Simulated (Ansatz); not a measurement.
`Cl[CH]1[SiH2][GeH2]1` + H₂ → `[CH2]1[SiH2][GeH2]1` + HCl at 700 K and 1 bar (hydrogenolysis of a C–Cl bond).

Computed with Ansatz on PBE0-D4/def2-TZVP structures; ΔE is electronic, products minus reactants. CCSD(T)/CBS adds triple-zeta CCSD(T) − MP2 to the extrapolated MP2 energy (def2 sets, frozen cores). This one scheme is used for every species. For Ge outer-core shells are correlated without core-valence functions, which leaves a few kJ/mol of doubt a bond. Scalar relativity is left out up to krypton.

| species | CCSD(T)/CBS energy (Eh) | H − E (kJ/mol) | S (J/(mol·K)) |
| --- | --- | --- | --- |
| `Cl[CH]1[SiH2][GeH2]1` | -2865.97463 | 203.1 | 454.1 |
| H₂ | -1.17544 | 46.8 | 155.3 |
| `[CH2]1[SiH2][GeH2]1` | -2406.80649 | 218.1 | 409.2 |
| HCl | -460.38127 | 38.4 | 211.8 |

H − E and S are ideal-gas, rigid-rotor, harmonic terms from PBE0-D4/def2-TZVP, for one conformer and one mirror image of each species. For small species the MP2-based limit differs from directly extrapolated CCSD(T) by up to some mEh (0.8 for H₂); such offsets cancel only in part. 1 Eh = 2625.50 kJ/mol, R = 8.31446 J/(mol·K).

Question: By hand: ΔE, ΔH, ΔS and ΔG.

Answer: ΔE = (-2406.80649) + (-460.38127) − (-2865.97463) − (-1.17544) = -0.03769 Eh = -99.0 kJ/mol. Δ(H − E) = 218.1 + 38.4 − 203.1 − 46.8 = 6.6, so ΔH = -92.4 kJ/mol. ΔS = 409.2 + 211.8 − 454.1 − 155.3 = 11.6 J/(mol·K). ΔG = -92.4 − 700 × (11.6)/1000 = -100.5 kJ/mol.

Question: By hand: the equilibrium constant, and the temperature at which ΔG would vanish if ΔH and ΔS stayed fixed.

Answer: log₁₀ K = −ΔG/(RT ln 10) = 7.5. ΔH and −TΔS have one sign here, so there is no such temperature.

The number of gas molecules stays the same, so ΔS is small and ΔH decides. A doubt of 5 kJ/mol in ΔE shifts log₁₀ K by 0.4 here. Other conformers and mirror images would add mixing entropy, several J/(mol·K) or more a flexible species. These are equilibria of isolated gas molecules and say nothing of rates. Largest T1 diagnostic: 0.012 (customary marks: 0.02 for closed shells, 0.045 for open ones).

ΔS is within the doubt of such terms, so its sign, and with it that verdict, could turn.
